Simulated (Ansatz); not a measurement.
Frontier orbitals of `C#[C][SnH2][Cl]`.

Cartesian coordinates in Å:
```
C -1.0320 -0.8657 1.6884
C -0.4326 -0.3429 0.7822
Sn 0.6074 0.5717 -0.7566
Cl 0.0823 -0.6005 -2.6963
H -1.5647 -1.3324 2.4858
H 0.0603 2.1613 -0.9810
H 2.2793 0.4086 -0.5225
```

Total charge 0; spin multiplicity 1. Correlated methods include outer-core shells of Sn, which these sets cover unevenly. Sn takes the def2 core potential. The structure was optimised at the PBE0-D4/def2-TZVP level. Basis def2-TZVPP, Ansatz.

```json
{"functional": "LDA (SPW92)", "HOMO (eV)": "-7.35", "LUMO (eV)": "-2.22"}
```

(1) Give HOMO and LUMO (eV) with PBE, revPBE, BLYP, r2SCAN, B97M-V, PBE0, B3LYP, r2SCANh, r2SCAN0, HSE06 (plane-wave form), BHLYP, CAM-B3LYP, LC-ωPBE, ωB97X-V, ωB97M-V, HF. (Estimate.)

Answers

(1) The calculation gave: 
```csv
functional,HOMO,LUMO
PBE,-7.22,-1.95
revPBE,-7.16,-1.84
BLYP,-7.06,-1.85
r2SCAN,-7.49,-1.69
B97M-V,-7.49,-1.70
PBE0,-8.45,-1.10
B3LYP,-8.20,-1.34
r2SCANh,-7.94,-1.38
r2SCAN0,-8.63,-0.94
HSE06 (plane-wave form),-8.05,-1.47
BHLYP,-9.51,-0.23
CAM-B3LYP,-9.80,-0.13
LC-ωPBE,-11.24,1.02
ωB97X-V,-10.83,0.90
ωB97M-V,-10.69,0.68
HF,-11.18,1.92
```

B3LYP here is the variant with VWN-RPA as its local correlation; programs differ in this. LC-ωPBE has ω = 0.4 bohr⁻¹. Positive LUMOs are unbound and depend on the basis.
